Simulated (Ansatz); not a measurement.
Mulliken charges of CH₃BrSZn (`C[S][Zn][Br]`) from ωB97M-V/def2-TZVPP in Ansatz (PBE0-D4/def2-TZVP geometry).

```
atom   x (Å)   y (Å)   z (Å)  charge (e)
  C1  -0.999  -0.311   0.625      -0.340
  S2   0.566  -1.188   0.291      -0.208
 Zn3   1.642   0.248  -0.902       0.401
 Br4   2.771   1.730  -2.141      -0.275
  H5  -0.837   0.604   1.192       0.142
  H6  -1.543  -0.092  -0.292       0.142
  H7  -1.600  -0.991   1.229       0.138
```

Q: By hand: the dipole of these point charges (1 e Å = 4.8032 D).

A: Σ q r = (-0.440, -0.088, 0.251) e Å, of length 0.514 e Å = 2.47 D.

Q: How does the dipole of the full density compare? (An estimate is asked.)

A: Computed: (-0.360, -0.002, 0.173) e Å, 1.92 D; the point charges give 1.29 times that, at 10° from its direction.

Point charges leave out the atoms' own dipoles, such as those of lone pairs, and Mulliken's split depends on the basis, so the two needn't agree.
